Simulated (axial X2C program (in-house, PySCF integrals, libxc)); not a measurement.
Potential curves of LiCr⁻, 2c

All values were computed with an in-house relativistic program for diatomic molecules. Two-component (2c) means X2C with spin–orbit coupling and atomic mean-field two-electron Coulomb and Gaunt terms. Basis: Cr dyall-acv3z [10s11p7d4f2g], Li dyall-av3z [9s9p3d] (cores contracted in-house); Gaussian nuclei, density fitting, unrestricted open shells. Masses: Cr 51.941 u, Li 7.016 u.

State: Ω = 3 (⟨Sz⟩ = 3.00, ⟨Lz⟩ = 0.00 at PBE0). Energies in cm⁻¹ from the fragments at the same level (Cr + Li-). Fits are polynomials in 1 − R0/R over 0.85 to 1.23 times the lowest point R0.

```tsv
R (Å)	PBE0	PBE
2.5465	-6028	-7676
2.6636	-6458	-8016
2.7514	-6646	-8138
2.8392	-6745	-8173
2.9270	-6772	-8137
3.0294	-6733	-8027
3.1319	-6636	-7864
3.2636	-6447	-7598
3.4246	-6156	-7223
3.6587	-5670	-6638
```

The state is one determinant whose occupation by symmetry is held fixed; it was picked as the lowest of a PBE0 search that is not exhaustive. Dissociation energies refer to the lowest single-determinant-based atoms at the same level and basis. Density functionals use the spin component along the axis (collinear). PBE0 can misorder states that lie within some tenths of an eV, so this need not be the ground state of the molecule. The nearest other 2c determinant of the search, Ω = 2, lies 0.14 eV up at the distance of the search. With several unpaired electrons one determinant need not be a pure state. Open-shell Ω = 0 determinants with evenly filled partner blocks cannot be reached by this program, so the Ω shown need not be the lowest component. The highest occupied level of some functionals is positive through self-interaction error; at Hartree–Fock it is bound. The determinant is spin-polarised beyond a pure state at some levels (its spin-free form has ⟨S²⟩ too high), which makes Re and μ there less reliable.

Q: Fit the PBE0 curve near its minimum: give the equilibrium distance, the harmonic wavenumber and the well depth.

A: At PBE0, 2c: Re = 2.922 Å, ωe ≈ 202 cm⁻¹, De = 0.84 eV to Cr + Li-; Be follows as 0.319 cm⁻¹.

Q: What are Re, ωe and De at the PBE level?

A: At PBE, 2c: Re = 2.835 Å, ωe ≈ 223 cm⁻¹, De = 1.01 eV to Cr + Li-; Be follows as 0.339 cm⁻¹.
